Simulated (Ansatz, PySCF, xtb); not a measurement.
The same groups moved round the core (benzothiophene boryl+vinyl). All species are isolated molecules in the gas phase. One relaxed conformer stands for each flexible species; it need not be the lowest. Strings in code marks are SMILES.

Quantity: electronic energy of isomers of C10H9BS relative to `Bc1cc2ccc(C=C)cc2s1`, in eV. The restricted reference of `Bc1c(C=C)ccc2sccc12`, `Bc1c(C=C)sc2ccccc12`, `Bc1cc(C=C)c2sccc2c1`, `Bc1cc(C=C)cc2ccsc12`, `Bc1cc(C=C)cc2sccc12`, `Bc1cc2c(C=C)cccc2s1`, `Bc1cc2ccc(C=C)cc2s1`, `Bc1cc2sccc2cc1C=C` and `Bc1ccc(C=C)c2ccsc12` is unstable towards unrestricted orbitals.

Level 1: frozen-core CCSD(T)/cc-pVDZ // B3LYP-D3(BJ)/def2-SVP (Ansatz, a quantum-chemistry and plane-wave program)
Level 2: PBE-D3(BJ)/def2-TZVP // B3LYP-D3(BJ)/def2-SVP (PySCF)
Level 3: SVWN5/6-31G* // B3LYP-D3(BJ)/def2-SVP (PySCF)
Level 4: GFN2-xTB (xtb)

| species | level 1 | level 2 | level 3 | level 4 |
|---|---|---|---|---|
| `Bc1cc2c(C=C)cccc2s1` | … | 0.052 | 0.045 | 0.027 |
| `Bc1cc(C=C)c2sccc2c1` | 0.180 | 0.254 | 0.230 | 0.157 |
| `Bc1cc(C=C)cc2sccc12` | … | 0.249 | 0.214 | 0.167 |
| `Bc1cc2sccc2cc1C=C` | … | 0.347 | 0.308 | 0.189 |
| `Bc1c(C=C)sc2ccccc12` | … | 0.020 | … | … |
| `Bc1ccc(C=C)c2ccsc12` | … | 0.231 | 0.187 | 0.154 |
| `Bc1c(C=C)ccc2sccc12` | … | 0.373 | 0.312 | 0.156 |
| `Bc1cc(C=C)cc2ccsc12` | 0.185 | 0.252 | 0.219 | 0.158 |

Task: Complete the blanks.

Result: 
- `Bc1cc2c(C=C)cccc2s1`, level 1: 0.031
- `Bc1cc(C=C)cc2sccc12`, level 1: 0.198
- `Bc1cc2sccc2cc1C=C`, level 1: 0.305
- `Bc1c(C=C)sc2ccccc12`, level 1: 0.015
- `Bc1c(C=C)sc2ccccc12`, level 3: -0.031
- `Bc1c(C=C)sc2ccccc12`, level 4: -0.035
- `Bc1ccc(C=C)c2ccsc12`, level 1: 0.179
- `Bc1c(C=C)ccc2sccc12`, level 1: 0.335
